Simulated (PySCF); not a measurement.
Estimate the missing entries of this data sheet.

Species: C₄H₈Se.
SMILES: `CCC(C)=[Se]`

Conformer (atom-mapped SMILES and torsion angles): `[CH3:1][CH2:2][C:3]([CH3:4])=[Se:5]`: C1–C2–C3–C4 83°.

```tsv
property	level	value
point group	PBE0-D3(BJ)/def2-SVP	?
rotational constants A, B, C	PBE0-D3(BJ)/def2-SVP	5.101, 1.885, 1.513 GHz
dipole moment	CAM-B3LYP/def2-SVPD	?
HOMO energy	CAM-B3LYP/def2-SVPD	-7.30 eV
LUMO energy	CAM-B3LYP/def2-SVPD	-1.11 eV
lowest singlet excitation	TDDFT CAM-B3LYP/def2-SVPD	2.18 eV (569 nm, f = 0.000)
strongest line among the 6 lowest singlet transitions	TDDFT CAM-B3LYP/def2-SVPD	?
static isotropic polarisability	CAM-B3LYP/def2-SVPD	80.4 au
electronic spatial extent ⟨r²⟩ about the centre of nuclear charge	CAM-B3LYP/def2-SVPD	?
```

Electronic properties: PySCF, gas phase, density fitting. Geometry: PBE0-D3(BJ)/def2-SVP, one conformer, isolated molecule. Relativistic effects, spin–orbit coupling among them, are left out although an element past zinc is present.

Give the strongest line among the 6 lowest singlet transitions.

S2 at 5.01 eV (248 nm, f = 0.256).

The point group?

C1.

The electronic spatial extent ⟨r²⟩ about the centre of nuclear charge?

807 bohr².

The dipole moment?

2.95 D.

The principal polarisabilities are 63.0, 77.5 and 100.8 au; their mean is the isotropic value. In atomic units the dipole is 1.16 e·bohr (1 au = 2.5417 D). The polarisability is 11.92 Å³ as a volume (1 au = 0.148185 Å³), or 1.22 au for each of the 66 electrons.
